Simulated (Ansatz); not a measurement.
Ansatz (a quantum-chemistry and plane-wave program) input (CAM-B3LYP/def2-TZVPD):

Ansatz 0.2 input:
```yaml
crystal:
  periodic: [false, false, false]
  atoms:
    - {symbol: W, position_ang: [0.00480055, 0.00077764, -0.18365873]}
    - {symbol: O, position_ang: [1.31289553, 0.01813583, 0.88441102]}
    - {symbol: O, position_ang: [-1.35730065, -0.02532905, 0.81443220]}
basis:
  gaussian:
    orbitals: def2-TZVPD
hamiltonian:
  xc: {name: CAM-B3LYP}
total_charge: 1
magnetization: {spin_polarized: true, initial_magnetization: 1}
```

End of the output:

```
integrals: 0.05 GiB planned
761 factors; their error is unknown
integrals: 0.08 GiB planned
200 factors; integrals over basis functions are off by at most 3.5e-5 eV
mean field: 0.57 GiB planned
mean field evaluation 1: about -5873.1403 eV, gradient 1.0e2 eV
mean field evaluation 2: about -5489.3853 eV, gradient 2.7e2 eV
mean field evaluation 4: about -5910.0179 eV, gradient 6.9e0 eV
mean field evaluation 8: about -5910.2039 eV, gradient 1.4e-1 eV
mean field evaluation 16: about -5910.2263 eV, gradient 3.3e-3 eV
mean field -5910.22627697 eV, -217.1968095833 hartree, gradient 4.2e-5 eV, S^2 0.763534; 1 other end points of the search recorded, 0 dependent functions left out
reference -5910.22638181 eV, -217.1968134363 hartree; 15, 14 occupied and 108, 109 virtual orbitals, 761 factors
Total energy: -5910.22638181 eV, -217.1968134363 hartree
```

This state (charge 1, doublet) is run at the relaxed geometry of the species with charge 0 and multiplicity 1.
